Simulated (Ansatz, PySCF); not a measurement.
This PySCF input computes a BLYP/def2-TZVPD energy:

```python
from pyscf import gto, scf, dft

mol = gto.M(
    atom='''
    C    -0.80042926   -0.57525835   -0.26166469
    C     0.51326869   -0.37783938   -0.03810045
    O     0.02321352    0.80488291    0.22491673
    H     1.53725527   -0.72047688   -0.00074301
    ''',
    basis='def2-tzvpd',
    charge=0,
    spin=1,
    verbose=4,
)

mf = dft.UKS(mol, xc='blyp').density_fit(auxbasis='def2-universal-jkfit')
mf.grids.level = 3
mf.conv_tol = 1e-9
mf.max_cycle = 100
mf.max_memory = 1500
mf.kernel()
if not mf.converged:
    mf = mf.newton()
    mf.kernel(mf.make_rdm1())
for _ in range(2):
    mo, _, stable, _ = mf.stability(return_status=True)
    if stable:
        break
    mf.kernel(mf.make_rdm1(mo, mf.mo_occ))
mf.analyze()
```

### Question
Write an input for the same energy in Ansatz (an electronic-structure program) and say what it gives.

### Answer

Ansatz 0.2 input:
```yaml
crystal:
  periodic: [false, false, false]
  atoms:
    - {symbol: C, position_ang: [-0.80042926, -0.57525835, -0.26166469]}
    - {symbol: C, position_ang: [0.51326869, -0.37783938, -0.03810045]}
    - {symbol: O, position_ang: [0.02321352, 0.80488291, 0.22491673]}
    - {symbol: H, position_ang: [1.53725527, -0.72047688, -0.00074301]}
basis:
  gaussian:
    orbitals: def2-TZVPD
hamiltonian:
  xc: {name: BLYP}
magnetization: {spin_polarized: true, initial_magnetization: 1}
output: {forces: true}
```
It gives -151.87862 Eh, and PySCF -151.87867 Eh, a difference of 0.05 mEh, from the treatment of integrals and grids.

It need not be the lowest isomer of its formula.
